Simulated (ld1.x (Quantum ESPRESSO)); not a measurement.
**What one change does to a pseudopotential (indium (In), RRKJ)**

```json
{
  "Element": "In (Z = 49)",
  "Generator": "ld1.x (Quantum ESPRESSO) 7.5",
  "Type": "norm-conserving RRKJ (Kleinman–Bylander form)",
  "Functional": "revPBE",
  "Relativity": "scalar-relativistic",
  "Frozen core": "[Kr] 4d10",
  "Valence charge": "3",
  "Reference configuration": "5s2 5p1",
  "Partial waves": "5p (bound): rc 2.80 bohr; 5s (bound): rc 1.95 bohr",
  "Local potential": "the s channel",
  "Core correction": "none"
}
```

All-electron outer shells of the reference configuration (revPBE, scalar-relativistic, ld1.x):

```csv
shell,level (eV),outermost node (bohr),outermost maximum (bohr)
4p,-78.12,0.42,0.82
4d,-18.61,0.40,0.94
5s,-8.14,1.02,2.16
5p,-2.45,1.14,2.85
```

Change: wave 5s (bound): rc 1.95 bohr becomes 5s (bound): rc 1.56 bohr.

Cutoffs: the cutoffs (Ry, on a coarse ladder) from which the occupation-weighted sum of valence levels, in a spherical-Bessel basis at the reference potential, stays within 10 and 1 mRy of its value at 400 Ry; they do not see the model core or the augmentation charge, which bear on the density cutoff. Errors are all-electron minus pseudo energies relative to the spin-unpolarised reference configuration.

**Question.** What does the change do?

**Answer.** The potential gets harder (18 Ry and 30 Ry → 35 Ry and 120 Ry); of the 7 tests that both files solve, the error grows in 4 and shrinks in 0 by more than 15 % and 0.3 meV (median size 16.9 → 16.6 meV); the range in which the s phases agree narrows (upper end 1.8 → 0.7); neither file shows a bound ghost. A smaller radius makes the pseudo-wave follow the all-electron one further in, where it bends more sharply, so more plane waves are needed. That the errors move this way runs against the usual rule that smaller radii transfer better.

```tsv
quantity	base	changed
cutoff, loose	18 Ry	35 Ry
cutoff, tight	30 Ry	120 Ry
loose cutoff by channel (10 mRy a level)	p 8 Ry, s 8 Ry	p 8 Ry, s 30 Ry
bound ghosts	none	none
error for 5s2 5p0, meV [ΔE 5.28 eV]	+17	+20
error for 5s1 5p0, meV [ΔE 24.36 eV]	+38	+51
error for 5s2 5p0.5, meV [ΔE 1.90 eV]	+2.7	+3.0
error for 5s1 5p2, meV [ΔE 5.82 eV]	+19	+17
error for 5s1 5p1, meV [ΔE 11.86 eV]	-7.7	-10
error for 5s0 5p3, meV [ΔE 11.90 eV]	+96	+118
error for 5s2 5p1.3, meV [ΔE -0.51 eV]	+0.8	+0.8
s: phases at 3.05 bohr within 0.05 rad from the reference energy up to (Ry; the scan ends near 5)	1.8	0.7
p: phases at 3.05 bohr within 0.05 rad from the reference energy up to (Ry; the scan ends near 5)	2.9	3.4
```
